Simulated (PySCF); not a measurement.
Species: C6H7ClF2.
SMILES: `FC(F)[C@@H]1CC=C(Cl)C1`

The closed-shell ground state was solved at several levels (PySCF, density fitting, gas phase, non-relativistic). One conformer (not necessarily the lowest) at the GFN2-xTB geometry, without solvent, vibrations or thermal averaging.

```json
{"level": "PBE0/def2-SVPD", "basis functions": "249", "HOMO (eV)": "-7.27", "LUMO (eV)": "-0.17", "gap (eV)": "7.10", "dipole (D)": "1.72"}
{"level": "B3LYP/def2-SVPD", "basis functions": "249", "HOMO (eV)": "-7.06", "LUMO (eV)": "-0.40", "gap (eV)": "6.66", "dipole (D)": "1.73"}
```

Question: Estimate the row for PBE0/pcSseg-1, a basis of 195 functions; the other rows only guide the guess.

Answer: HOMO -7.25 eV, LUMO -0.04 eV, gap 7.21 eV, dipole 1.59 D.

Question: Over all these levels, which gives the widest orbital gap and which the narrowest?

Answer: PBE0/pcSseg-1 (global hybrid, 25 % exact exchange) has the widest, 7.21 eV, and B3LYP/def2-SVPD (global hybrid, 20 % exact exchange) the narrowest, 6.66 eV. Functional and basis both differ between the two, so the spread mixes both effects.

Question: How far do the dipole and the HOMO energy spread over the levels?

Answer: The dipole runs from 1.59 to 1.73 D (mean 1.68 D) and the HOMO from -7.27 to -7.06 eV.
